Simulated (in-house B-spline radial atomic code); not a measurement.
**Sr⁺: [Kr] (6d5/2)1 (an excited or competing configuration)**

Method: Dirac-Hartree-Fock, average of the jj configuration, Fermi nucleus of rms radius 4.224 fm. Calculated with a radial B-spline atomic code at the basis-set limit.

Effective charges: Z_r = [3n² - l(l+1)]/(2<r>) from the radius, Z_e = n√(-2ε) from the energy, and Slater's rules. Values are occupation-weighted means over j. An effective charge above Z reflects the relativistic contraction of the inner shells.

```
shell  electrons   ε (eV)  <r> (bohr)    Z_r    Z_e  Slater
   1s          2   -16219     0.03915  38.32  34.53   37.70
   2s          2  -2273.5      0.1717  34.94  25.85   33.85
   2p          6  -2016.1      0.1503  33.27  24.35   33.85
   3s          2  -390.79      0.4887  27.62  16.08   26.75
   3p          6  -305.08      0.4956  25.22  14.21   26.75
   3d         10  -162.99      0.4963  21.15  10.38   16.85
   4s          2  -63.705       1.367  17.56   8.66   10.25
   4p          6  -40.547       1.556  14.78   6.91   10.25
   6d          1  -2.5804       14.39   3.54   2.61    2.00
```

The least bound orbital is 6d5/2 at -2.58 eV, and it is also the most diffuse (<r> = 14.39 bohr).

For the 1s electron the small component carries 1.91 % of the norm, the zero-frequency Breit interaction raises the level by 28.08 eV, self-energy by 15.05 eV, and vacuum polarisation lowers it by 1.622 eV.
